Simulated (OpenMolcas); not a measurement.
Au3+.

* Program: OpenMolcas 26.06
* Basis: ANO-RCC-VTZP [8s7p5d3f1g]
* Scalar Hamiltonian: DKH2, point nucleus
* Active space: 8 electrons in 5 orbitals (5d)
* State averaging: 2S+1 = 3 even, 10 roots; 2S+1 = 1 even, 15 roots kept (CI in the orbitals of an earlier block)
* Spin-orbit coupling: state interaction with AMFI integrals over the reference wave functions, term energies averaged over their components

Two sets of levels on these reference wave functions, in cm⁻¹ above 5d⁸ ³F₄: one from CASSCF and one from SS-CASPT2, IPEA 0.25 Eh, imaginary shift 0.1 Eh (closed shells correlated: 5s 5p).

| Level | Set 1 | Set 2 |
| --- | --- | --- |
| 5d⁸ ³F₄ | 0.0 | 0.0 |
| 5d⁸ ³F₃ | 12360 | 12500 |
| 5d⁸ ³P₂ [52 %] | 20800 | 19090 |
| 5d⁸ ³P₀ | 23580 | 19660 |
| 5d⁸ ³P₁ | 26430 | 23090 |
| 5d⁸ ¹G₄ | 29610 | 26710 |
| 5d⁸ ¹S₀ | 62790 | 56340 |

Question: Which set is which?

Answer: Set 2 is SS-CASPT2. Its levels of the other terms of 5d⁸ lie at 0.83 to 0.92 of the other set's values, as expected, since terms of lower spin or lower L gain more correlation energy than the Hund ground term. Against 5 measured levels (Zainab et al., Astrophys. J. Suppl. Ser. 267, 12 (2023)) the mean absolute deviation is 1100 cm-1 with it and 4400 cm-1 without; single levels miss by up to 1600 cm-1 with it.

CASPT2 breaks the degeneracy within a term, and the mean is taken; among the terms shown or strongly mixed into the levels shown the widest spread is 730 cm-1 (5d⁸ ¹G, SS-CASPT2). Terms from blocks run as CI alone lack orbitals of their own. Without dynamic correlation excited terms often stand tens of per cent too high (terms of higher spin than the ground term too low), and those without a measured partner can miss by more than the paired ones (holds for CASSCF). Measured partners are found by configuration, term and J. A level has none where our copy of the source lacks it or the pairing is in doubt (some pairs that miss far off the trend of their configuration count as doubtful), and it then counts in no deviation. Only configurations of the active space appear. Levels that lie high or do not pair safely by name in every column are left out.

A share in square brackets marks a mixed level and gives the weight of the term that names it, the lowest over the columns.
